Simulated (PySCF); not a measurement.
**InBr: energy against distance**

Set-up: In cc-pVDZ-PP with ECP28, Br cc-pVDZ-PP with ECP10; scalar-relativistic core potentials (PySCF 2.14). Energies in eV from In + Br in their ground configurations at the same level. State: ¹Σ⁺ (singlet), closed shell.

All columns are PBE. A positive dipole means In(−)Br(+).

```tsv
R (Å)	E (eV)	μ (D)	Mulliken charge on In (basis-dependent)	HOMO (eV)	LUMO (eV)	Mayer bond order	⟨S²⟩
2.227	-3.284	-0.99	0.22	-5.67	-2.07	1.24	0.00
2.331	-3.788	-1.68	0.27	-5.85	-2.19	1.19	0.00
2.435	-4.068	-2.37	0.31	-5.99	-2.31	1.13	0.00
2.512	-4.173	-2.87	0.34	-6.07	-2.40	1.10	0.00
2.590	-4.211	-3.37	0.36	-6.12	-2.50	1.07	0.00
2.668	-4.200	-3.86	0.39	-6.15	-2.59	1.04	0.00
2.771	-4.128	-4.49	0.41	-6.03	-2.71	1.00	0.00
2.901	-3.978	-5.25	0.44	-5.78	-2.85	0.96	0.00
3.056	-3.749	-6.11	0.47	-5.51	-3.01	0.93	0.00
3.263	-3.409	-7.17	0.49	-5.22	-3.22	0.89	0.00
```

A fit through these points gives, at Re = 2.608 Å, μ = -3.49 D and dμ/dR = -6.33 D/Å; the reduced mass is 46.79 u.

Q: How strong is the fundamental in the double-harmonic approximation, I = 42.26·(dμ/dR)²/μred km/mol?

A: I = 42.26·(-6.33)²/46.79 = 36.2 km/mol at PBE.

Spin–orbit coupling is left out, which matters for elements this heavy, above all for dissociation energies.
